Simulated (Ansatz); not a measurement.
Reaction (redistribution): `B[Se][SiH2]Cl` + `C[SiH2]F` → `F[SiH2][SiH2]Cl` + `B[Se]C`

Program: Ansatz. Geometries: PBE0-D4/def2-TZVP. ΔE: electronic, gas phase. CCSD(T)/CBS is the MP2 limit (def2-TZVPP, def2-QZVPP) plus CCSD(T) − MP2 in def2-TZVPP, frozen cores. This one scheme is used for every species. DFT in def2-TZVPP. For Se outer-core shells are correlated without core-valence functions, which leaves a few kJ/mol of doubt a bond. Scalar relativity is left out up to krypton. One conformer a species, not always the lowest.

Q: Is it downhill or uphill in electronic energy at CCSD(T)/CBS, and by how much? (An estimate is asked.)

A: Ansatz gave: Uphill: ΔE = +119.9 kJ/mol.

Q: What do these levels give: PBE0, MP2/def2-TZVPP, CCSD(T)/def2-TZVPP, HF/def2-QZVPP, MP2/def2-QZVPP, SCS-MP2/def2-QZVPP? (Estimate.)

A: Ansatz gave: PBE0 110.5, MP2/def2-TZVPP 126.5, CCSD(T)/def2-TZVPP 115.1, HF/def2-QZVPP 123.0, MP2/def2-QZVPP 129.2, SCS-MP2/def2-QZVPP 123.5 kJ/mol.

Largest T1 diagnostic among the species: 0.013.

From PBE to PBE0 (25 % exact exchange), in def2-TZVPP and without D4, ΔE moves by +8.1 kJ/mol.
